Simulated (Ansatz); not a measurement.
Basis-set extrapolation for CH₄BFO₂ (PBE0-D4/def2-TZVP geometry, frozen core, the Gaussian-basis code of Ansatz). Multiplicity 1, RHF reference.

```json
{"": "HF", "def2-TZVPP": "-314.224324", "def2-QZVPP": "-314.238711"}
{"": "MP2 correlation", "def2-TZVPP": "-0.992413", "def2-QZVPP": "-1.073683"}
{"": "CCSD(T) correlation", "def2-TZVPP": "-1.049109", "def2-QZVPP": "not run"}
```

Energies in hartree. Use E(X) = E(∞) + A·exp(−7.88·√X) for Hartree–Fock and E(X) = E(∞) + B·X^(−2.97) for correlation, with X = 3 and 4, and add CCSD(T) minus MP2 of the smaller set to the MP2 limit.

Question: What is the CCSD(T) energy at the basis-set limit?

Answer: HF limit: -314.238711 + (-0.014387) × 0.13774 = -314.24069. MP2 limit: -1.073683 + (-0.081270) × 0.74074 = -1.13388. Higher-order term: -1.049109 − (-0.992413) = -0.05670. Total: -315.43127 hartree, 414.4 kJ/mol below CCSD(T)/def2-TZVPP.
